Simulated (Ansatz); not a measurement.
Two structures of SiH3OF3, closed shell, reached by relaxing down either side of one saddle point (PBE0-D4/def2-TZVP). Energies are electronic, without zero-point energy. Ansatz 0.2.0; basis: def2-TZVPP and def2-QZVPP; cores frozen in the correlated methods. Extrapolation: Hartree–Fock as exp(−7.88 √X), correlation as X^−2.97. First:

Si1  (-0.785, 0.395, -0.560)
O2  (0.640, -0.299, -0.174)
F3  (-1.622, -0.572, -1.485)
F4  (-0.534, 1.707, -1.403)
H5  (-1.495, 0.689, 0.682)
H6  (1.157, -0.607, 1.454)
F7  (1.383, -0.749, 2.349)
H8  (1.255, -0.565, -0.862)
(Å)

Second:

Si1  (-0.968, 0.583, 0.347)
O2  (1.482, -1.012, -0.201)
F3  (-1.266, -0.456, -0.802)
F4  (0.197, 1.551, -0.092)
H5  (-2.174, 1.386, 0.560)
H6  (2.103, -0.359, -0.535)
F7  (-0.608, -0.152, 1.686)
H8  (1.235, -1.542, -0.963)
(Å)

(1) Which bonds change from the first to the second?

(2) Give the saddle point's structure and its height above each. (To be estimated.)

T1 diagnostic: at most 0.012.

## Answers

(1) SiH₂OF₂ ([OH][SiH]([F])[F]) + HF → SiHF₃ ([F][SiH]([F])[F]) + H₂O; bonds formed: Si1–F7, O2–H6; bonds broken: Si1–O2, H6–F7.

(2) Computed: 0.998 eV above the first and 1.227 eV above the second (CCSD(T) at an estimated basis limit (MP2 extrapolated from triple and quadruple zeta, plus CCSD(T) − MP2 in triple zeta)).
```xyz
8
angstrom
Si -0.5436 0.3303 -0.0477
O 0.6415 -0.9766 -0.1776
F -1.2517 -0.0594 -1.4418
F 0.0187 1.7574 -0.4469
H -1.6633 0.2041 0.8818
H 1.0808 -0.4933 0.7585
F 0.6139 0.3687 1.4806
H 1.1037 -1.1313 -1.0067
```

Steps of this kind, hydrogen fluoride cutting a network bond, underlie vapour etching and the fluorination step of atomic layer etching.

Labels in which every atom is bracketed show which atoms are joined, not bond orders.

For scale, one of the runs: CCSD(T)/def2-TZVPP, 208 basis functions, launched by `ansatz run in.yaml --threads 4 --pin off --events-out ev --progress --plain --max-ram 9574MiB`. The run took 97 s on 4 CPU threads of an Arm Neoverse V1 (shared host), with 3.1 GiB of host memory at its peak.
